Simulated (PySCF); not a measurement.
# What a mistake does to a calculation on CGeH7NSi

All numbers below are calculated, not measured. They come from PySCF 2.14.0, an open-source quantum chemistry program, on an isolated molecule that a program drew, which may never have been made. The molecule is CGeH7NSi (charge 0, singlet), drawn as the SMILES string `[NH]=[GeH][CH2][SiH3]`.

Each row is a Hartree-Fock (HF) and frozen-core CCSD(T) single point in the cc-pV(D+d)Z basis, meant for a local HF minimum. Run 1 is clean. Each other run has one planted mistake out of seven kinds, and not every kind appears here: one electron removed, one electron added, multiplicity raised by two, geometry at a saddle point, minimal basis STO-3G, one bond length entered in bohr, all coordinates scaled. The reference is restricted for singlets and unrestricted otherwise, and also for a bond in bohr. Adding or removing an electron swaps singlet and doublet. Electrons count all cores. HOMO and LUMO are orbital energies over both spins, the gradient is its largest component, and the lowest frequency (negative if imaginary) is given only where the gradient is small. Bond lengths are over the 10 bonds as drawn. T1 is the CCSD diagnostic: over 0.02 (restricted) or 0.045 (unrestricted) a single reference is doubtful. Germanium has the cc-pVDZ-PP basis, with a core potential (ECP10MDF) in place of its 10 inner electrons, and its 3s, 3p and 3d shells are frozen in CCSD(T).

Geometry of the clean run:
```xyz
11
CGeH7NSi, angstrom
N     1.6928   -3.5406    0.8411
Ge    1.0407   -2.6121   -0.4015
C     1.2724   -0.6853   -0.3837
Si   -0.2597    0.3489    0.0081
H     1.5133   -4.5291    0.7343
H     0.2412   -3.1090   -1.6128
H     2.0502   -0.4747    0.3550
H     1.6478   -0.3823   -1.3669
H    -1.3297    0.0531   -0.9751
H    -0.7609    0.0343    1.3645
H     0.0738    1.7895   -0.0689
```

```
run,electrons,basis functions,<S^2>,HOMO (eV),LUMO (eV),gradient (hartree/bohr),lowest frequency (cm^-1),mean bond (Å),longest bond (Å),T1,HF (hartree),CCSD(T) (hartree),mistake
1,66,109,0.000,-9.51,2.13,7.7e-06,43,1.4689,1.941,0.0173,-678.64908,-679.23878,no fault
2,66,109,2.027,-6.16,0.58,1.2e-01,-,1.4689,1.941,0.0119,-678.57804,-679.11587,multiplicity raised by two
3,66,109,0.000,-9.74,2.39,4.5e-02,-,1.4146,1.869,0.0156,-678.63307,-679.21367,all coordinates scaled
4,67,109,0.774,0.66,7.85,5.1e-02,-,1.4689,1.941,0.0156,-678.59837,-679.19220,one electron added
5,66,109,0.969,-8.98,1.22,3.0e-02,-,1.6054,2.899,0.0363,-678.55946,-679.13333,one bond length entered in bohr
6,65,109,0.756,-16.64,-6.52,8.6e-02,-,1.4689,1.941,0.0160,-678.37997,-678.90724,?
```

**Which mistake was planted in run 6, and what did it cost?**

It counts 65 electrons, one fewer than the clean run, at the same geometry and basis. So the mistake is: one electron removed. Subtracting run 1 and multiplying by 627.51 kcal/mol a hartree, the energy moved by 168.9 kcal/mol in HF and 208.0 kcal/mol in CCSD(T).

Cautions from the logs. Run 4: the HOMO is above zero, so the electron isn't bound and the energy depends on the basis.
